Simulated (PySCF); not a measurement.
# S⁺ (sulfur, charge +1): MN15 calculation

Configuration: [Ne] 3s2 3p3, high-spin 4S determinant. Calculation: PySCF 2.14, in Sapporo-DZP-2012; the spin-free X2C one-electron Hamiltonian (Gaussian nucleus).

```
Total energy                        : -398.5603 hartree
One-electron energy                 : -544.4546 hartree
Hartree (Coulomb) energy            : 171.2071 hartree
Exchange-correlation energy         : -25.3128 hartree
⟨S²⟩                                : 3.7501
⟨L²⟩                                : 0.000
Sum of ⟨r⟩                          : 12.68 bohr
Sum of ⟨r²⟩                         : 20.48 bohr²
Langevin diamagnetic susceptibility : -16.2 ×10⁻⁶ cm³/mol
Time after the integrals            : 0.13 s of wall time on 1 thread of Intel(R) Xeon(R) 6975P-C (shared host)
```

| shell | electrons | mean orbital energy (eV) | rms radius, mean of both spins (bohr) |
| --- | --- | --- | --- |
| 1s α | 1 | -2408.3 | 0.113 |
| 1s β | 1 | -2407.9 | 0.113 |
| 2s α | 1 | -224.23 | 0.531 |
| 2s β | 1 | -223.78 | 0.531 |
| 2p α | 3 | -173.47 | 0.491 |
| 2p β | 3 | -173.02 | 0.491 |
| 3s α | 1 | -31.303 | 1.78 |
| 3s β | 1 | -27.222 | 1.78 |
| 3p α | 3 | -20.028 | 2.01 |

Densities and radii are taken from the X2C orbitals without a picture-change correction, which distorts them close to the nucleus.
